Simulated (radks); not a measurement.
The numbers below are computed, except where a source is named.
Question: Tc4+, configuration [Kr] 4d3. Level of theory: scalar-relativistic Kohn-Sham, PBEsol, spin-polarised, spherical densities, finite nucleus; open shells are filled with parallel spins first (spin-orbit coupling, left out, can overturn this in heavy ions); Fermi nuclear charge, rms radius 4.4112 fm (a radial shooting solver on a logarithmic mesh with Libxc functionals). Some entries of the table are withheld. Estimate them.

orbital,occ.,eigenvalue (eV),<1/r> (bohr^-1)
1s down,1,-20902.69,44.68
1s up,1,-20902.68,44.68
2s up,1,-3023.585,10.08
2s down,1,-3023.096,10.08
2p up,3,-2711.641,9.790
2p down,3,-2711.271,9.791
3s up,1,-565.4575,3.479
3s down,1,-565.1766,3.478
3p up,3,-463.1037,3.312
3p down,3,-462.7878,3.312
3d up,5,-297.4147,3.083
3d down,5,-296.9436,3.083
4s up,1,-120.1202,1.307
4s down,1,-117.6826,1.315
4p up,3,-91.5929,1.176
4p down,3,-88.9754,1.183
4d up,3,-50.2516,(1)
4d down,0,-47.4773,(2)
5s up,0,-38.5209,0.5462
5s down,0,-36.6180,0.5358
5p up,0,-30.9718,0.4796

Answer: 
(1) 4d up <1/r> (bohr^-1): 0.9132
(2) 4d down <1/r> (bohr^-1): 0.9134
